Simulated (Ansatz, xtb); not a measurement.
# Two isomers of FH8NSi3

We compare a, `F[SiH2]N([SiH3])[SiH3]`, a singlet, with b, `F[SiH2]N[SiH2][SiH3]`, a singlet. Both are isolated molecules in the gas phase, relaxed with B3LYP/def2-SVP, each in the lowest conformer that the search found.

a (Å):

```yaml
atoms:
  - { symbol: F, position_ang: [-0.9397, -2.3748, -0.1600] }
  - { symbol: N, position_ang: [-1.3403, 0.1748, 0.8698] }
  - { symbol: Si, position_ang: [-1.9609, -1.1037, -0.1334] }
  - { symbol: Si, position_ang: [-0.2576, 1.4088, 0.2023] }
  - { symbol: Si, position_ang: [-1.6792, 0.2056, 2.6092] }
  - { symbol: H, position_ang: [-3.2432, -1.6001, 0.4214] }
  - { symbol: H, position_ang: [-2.0855, -0.6286, -1.5323] }
  - { symbol: H, position_ang: [-0.8153, 2.7702, 0.4530] }
  - { symbol: H, position_ang: [-0.1260, 1.1809, -1.2624] }
  - { symbol: H, position_ang: [1.0884, 1.3382, 0.8415] }
  - { symbol: H, position_ang: [-2.5630, -0.9452, 2.9396] }
  - { symbol: H, position_ang: [-0.4156, 0.1079, 3.3961] }
  - { symbol: H, position_ang: [-2.3554, 1.4830, 2.9808] }
```

b (Å):

```yaml
atoms:
  - { symbol: F, position_ang: [-1.0306, 3.4715, 2.7141] }
  - { symbol: N, position_ang: [-1.4725, 0.8157, 1.9930] }
  - { symbol: Si, position_ang: [-1.2499, 1.9534, 3.2715] }
  - { symbol: Si, position_ang: [-0.2736, -0.1063, 1.0903] }
  - { symbol: Si, position_ang: [-0.2170, 0.5290, -1.1833] }
  - { symbol: H, position_ang: [-2.4767, 1.9948, 4.1068] }
  - { symbol: H, position_ang: [-0.0259, 1.5966, 4.0274] }
  - { symbol: H, position_ang: [-2.4280, 0.7424, 1.6452] }
  - { symbol: H, position_ang: [1.0434, 0.1584, 1.7388] }
  - { symbol: H, position_ang: [-0.5569, -1.5733, 1.1763] }
  - { symbol: H, position_ang: [0.7249, -0.3392, -1.9531] }
  - { symbol: H, position_ang: [-1.5805, 0.3895, -1.7816] }
  - { symbol: H, position_ang: [0.2131, 1.9520, -1.3219] }
```

**Question.** Estimate E(b) − E(a) at the level CCSD(T)/def2-SVP + ΔMP2/def2-TZVPP.

**Answer.** Calculated at CCSD(T)/def2-SVP + ΔMP2/def2-TZVPP: E(b) − E(a) = +0.603 eV, so structure a lies lower.

The same difference at several levels:

```tsv
level	geometry	E(b) − E(a) (eV)	departure from the last row (eV)	job, with rough time for the two
B3LYP/def2-SVP	B3LYP/def2-SVP	+0.434	−0.169	optimisation, 2.3 min
HF/def2-SVP	B3LYP/def2-SVP	+0.613	+0.010	part of the CCSD(T) run
MP2/def2-SVP	B3LYP/def2-SVP	+0.654	+0.051	part of the CCSD(T) run
CCSD(T)/def2-SVP	B3LYP/def2-SVP	+0.592	−0.011	single point
CCSD(T)/def2-SVP + ΔMP2/def2-TZVPP	B3LYP/def2-SVP	+0.603		single point, 31 s
```

As drawn, b has 1 Si–Si, 1 N–H in place of 1 N–Si, 1 Si–H.

None of the levels shown reverses the order. The largest departure from CCSD(T)/def2-SVP + ΔMP2/def2-TZVPP is that of B3LYP/def2-SVP, 0.169 eV. A small imaginary or near-zero mode remains, so no thermal terms are given. Levels run at GFN2-xTB geometries aren't shown. The last row adds to CCSD(T) the change of the MP2 difference between the two basis sets, here +0.011 eV.

The correlated steps freeze 17 core orbitals. Programs: Ansatz 0.2.0, xtb 6.7.1; the last row on 2 threads of Intel(R) Xeon(R) 6975P-C (Granite Rapids) on a shared host.
